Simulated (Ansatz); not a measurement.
Ansatz (an electronic-structure program) input:
A basis named .json is the Basis Set Exchange file of that set.

Ansatz 0.2 input:
```yaml
crystal:
  periodic: [false, false, false]
  atoms:
    - {symbol: Si, position_ang: [-0.02478782, -0.76495358, 0.04003250]}
    - {symbol: Cl, position_ang: [1.69473435, 0.35377364, -0.01137015]}
    - {symbol: Cl, position_ang: [-1.66830922, 0.46170753, -0.03130663]}
    - {symbol: H, position_ang: [-0.05628841, -1.51275578, 1.30528317]}
    - {symbol: H, position_ang: [-0.04590938, -1.64107391, -1.14023303]}
basis:
  gaussian:
    orbitals: aug-cc-pV_D+d_Z.json
magnetization: {spin_polarized: false}
correlation: {method: ccsd_t, electrons: outside_noble_gas}
output: {forces: true}
```

**Question.** Which total energy does the run end on?

**Answer.** -1209.67568 Eh (CCSD(T)/aug-cc-pV(D+d)Z). The basis has 114 functions. The run takes about 60 core-seconds (a rough figure).
